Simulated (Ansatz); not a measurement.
Harmonic frequencies (cm⁻¹) at PBE0-D4/def2-TZVP from Ansatz: 70, 89, 155, 156, 172, 237, 349, 528, 557, 561, 631, 656, 693, 841, 870, 1560, 1965, 2711, 3546, 3646, 3889.

Each molecule was computed in one conformer, which needn't be the lowest.

(1) Which molecule is it?
A. `[CH]1=N[SiH2][AlH]1`
B. `N=CBN`
C. `SC1=C[Se][SiH2]1`
D. `[NH2][SnH]([OH])[SH]`

Answers

(1) D.
